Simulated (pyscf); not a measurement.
•O–SiH(OH)–F, doublet

Gas-phase minimum from PySCF at ωB97X-D3(BJ)/def2-SVP, one conformer. •O–SiH(OH)–F lies 23.1 kcal/mol over its isomer HO–Si•(OH)–F (electronic energy, ωB97M-D3(BJ)). 

SMILES: [O][SiH](O)F
```xyz
6

O      1.8275    -0.6662    -0.7438
Si     0.3792    -0.0947    -0.1147
O      0.3449     1.5454    -0.0997
F     -0.8720    -0.5943    -1.0125
H      0.3220    -0.7016     1.2279
H     -0.2482     1.9989    -0.7077
```
Charge 0, spin multiplicity 2.

Bonded distances (Å): O1–Si2 1.679, Si2–O3 1.641, Si2–F4 1.619, Si2–H5 1.474, O3–H6 0.963. Bond angles (°): O1–Si2–O3 111.2, O1–Si2–F4 110.7, O1–Si2–H5 103.6, O3–Si2–F4 107.3, O3–Si2–H5 113.7, F4–Si2–H5 110.4, Si2–O3–H6 118.6.

Properties at ωB97X-D3(BJ)/def2-SVP:

```json
{
 "harmonic_wavenumbers_unscaled": "74, 208, 305, 342, 728, 755, 804, 857, 968, 990, 2350, 3941 cm⁻¹",
 "zero_point_energy": "17.6 kcal/mol",
 "rotational_symmetry_number": "1",
 "Entropy of this conformer at 298 K and 1 atm, rigid rotor and harmonic oscillator, modes under 100 cm⁻¹ raised to 100": "312.1 J/(mol K)",
 "dipole_moment": "1.73 D",
 "Spin expectation value S2": "0.752"
}
```

Single-point totals, which compare only within one level (frozen core for MP2 and CC):

```csv
level,total energy (hartree)
ωB97X-D3(BJ)/def2-TZVP,-541.23220
PBE/def2-TZVP,-540.78112
r²SCAN/def2-TZVP,-541.05199
B3LYP-D3(BJ)/def2-TZVP,-541.21564
PBE0-D3(BJ)/def2-TZVP,-540.81152
M06-2X/def2-TZVP,-541.07971
ωB97M-D3(BJ)/def2-TZVP,-541.27875
UHF/def2-TZVPP,-539.50859
MP2/def2-TZVPP,-540.29747
CCSD/def2-TZVPP,-540.31917
CCSD(T)/def2-TZVPP,-540.34431
```

Soft torsions are taken as harmonic, which can shift the entropy by several J/(mol K). The CCSD(T) − MP2 part came from Ansatz, without density fitting, on the same reference.
